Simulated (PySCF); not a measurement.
Vertical excitations of a molecule CH6OSi2 from TDDFT-PBE0/def2-SVPD in PySCF 2.14.0, as energy in eV (oscillator strength): 6.04 (0.066), 6.09 (0.000), 6.32 (0.016), 6.47 (0.123), 6.56 (0.001), 6.73 (0.021), 6.75 (0.058), 6.97 (0.023), 7.02 (0.043), 7.13 (0.004). Lowest triplet (TDA): 5.29 eV. Geometry optimised at TPSSh-D3(BJ)/def2-SVP. One conformer was computed; it need not be the lowest.

### Question
Pick the molecule that these values belong to.
A. C1O[SiH2][SiH2]1
B. CO[Si][SiH3]
C. C1[SiH2]O[SiH2]1
D. O=C[SiH2][SiH3]

### Answer
A, C1O[SiH2][SiH2]1
